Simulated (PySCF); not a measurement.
# Spin states of InP

Unrestricted PBE0; PySCF, scalar-relativistic core potentials, basis sets In def2-TZVPP with ECP28, P def2-TZVPP. Outer shells of the fragments: In 4d10 5s2 5p1; P 3s2 3p3.

Followed along the bond (rough minima from three points):

```tsv
2Ms+1	unpaired	⟨S²⟩ at the start	R at minimum (Å)	Te (eV)
3	π ↑↑	2.01	2.65	0.00
3	σ ↑, π ↑	2.01	2.44	0.20
1	π ↑↓	1.01	2.65	0.30
1	σ ↓, π ↑	1.02	2.42	0.39
1	none	0.00	none in the scan	≤ 1.23
```

Solutions found at the starting distance of 2.455 Å, counted from the lowest of them; the search is not exhaustive and high or unbound solutions are not listed, so other states can lie among these:

```tsv
2Ms+1	unpaired	term	E (eV)	⟨S²⟩	⟨Lz²⟩	μ (D)
3	π ↑↑	³Σ⁻	0.00	2.01	0.00	-1.20
3	σ ↑, π ↑	³Π	0.07	2.01	1.02	-3.03
1	σ ↓, π ↑	mixed	0.26	1.02	1.02	-3.12
1	π ↑↓	mixed	0.30	1.01	2.03	-1.16
1	none	¹Σ⁺	1.30	0.00	0.00	-4.53
1	none	mixed	1.35	0.00	2.01	-0.91
```

A term symbol is given only where ⟨S²⟩ and ⟨Lz²⟩ are close to those of a pure state; real π, δ and φ orbitals otherwise mix terms. A positive dipole means In(−)P(+).

**Question.** Compare the gap between the two lowest followed solutions at the starting distance with the gap between their minima.

**Answer.** At PBE0 the second solution (triplet, unpaired electrons σ ↑, π ↑) lies +0.07 eV from the first (triplet, unpaired electrons π ↑↑) at 2.455 Å and +0.20 eV at the minima; the two curves relax by different amounts, since their minima lie near 2.44 and 2.65 Å.

Spin–orbit coupling is left out.
